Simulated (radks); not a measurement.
Exchange energies: the exact (Fock) value of the Kohn-Sham orbitals and density-functional approximations, as 100 (|E| - |E exact|)/|E exact|, negative where the magnitude is too small. Species: He [He]; Cr+ [Ar] 3d5. All-electron calculation, non-relativistic Kohn-Sham, LDA (Slater exchange, Perdew-Wang correlation), spin-polarised, spherical densities, point nucleus. Program: a radial shooting solver on a logarithmic mesh with Libxc functionals. Every spin shell is full or empty, so the densities are truly spherical. Functionals are evaluated on that one density, not self-consistently.

| functional | He | Cr+ |
|---|---|---|
| exact (hartree) | -0.997931 | -47.4894 |
| LDA | -13.65 | -6.51 |
| PW86 | +1.09 | +0.51 |
| OPTX | +0.31 | +0.62 |
| SOGGA | -5.58 | -2.82 |
| G96 | +0.58 | +0.43 |
| revTPSS | +0.56 | -0.45 |
| r2SCAN | +0.66 | +0.15 |
| MS2 | +0.88 | 0.00 |
